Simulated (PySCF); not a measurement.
Structure elucidation problem

The spectra below were simulated for a compound C6H14BP.

$^{1}$H NMR (400 MHz, computed): δ 8.18 (m, 2H), 1.06 (br, 3H), 1.03 (m, 9H).

$^{13}$C{$^{1}$H} NMR (computed): δ 129.5 (CH, 2C), 35.8 (C), 28.5 (CH3, 3C).

All values are calculated (PySCF 2.14): PBE0-D3(BJ)/def2-SVP structure, shielding tensors at KT3/pcSseg-1 (GIAO). Non-relativistic, one conformer, no solvent, averaged over atoms made equivalent by symmetry, fast rotation or ring inversion.

Shifts are taken against calculated references (same method and geometry level): TMS for $^{1}$H (σref 31.32), $^{13}$C (σref 182.31).

What is the structure?

Results:


1. 3 carbon signals for 6 carbons: some carbons are equivalent by symmetry or fast rotation.
2. Carbon types of the structure: 1 × C, 2 × CH, 3 × CH3, leaving 3 H on heteroatoms.
3. δC 129.5: alkene CH; an sp2 carbon of a C=C bond.
4. δC 35.8: fully substituted sp3 carbon bonded to P.
5. δC 28.5: methyl carbon; saturated and bonded to C and H only.
6. δH 8.18: hydrogen on an alkene CH.
7. δH 1.06: hydrogen on a boron bonded to P.
8. δH 1.03: hydrogen on a methyl carbon.

The compound is `[BH3-][P+]1(C(C)(C)C)C=C1`.

The data come from this structure; uniqueness wasn't tested.

Hydrogens on boron are broadened and split by $^{11}$B (spin 3/2, 80 %) and 10B (spin 3). Splittings by $^{31}$P in the carbon and heteronuclear signals aren't shown, as no couplings were computed. Shifts are as computed, not scaled to solution data. Of 1309 compounds with measured shifts, 239 miss one by over three times the rms of a fit or turn the order of signals round; such compounds aren't used in these exercises. No couplings were computed; multiplicities are counted from neighbouring protons, with m where these are inequivalent, close in shift, in a saturated or five-membered ring or joined by F or P, and br s for small geminal =CH2 splittings.
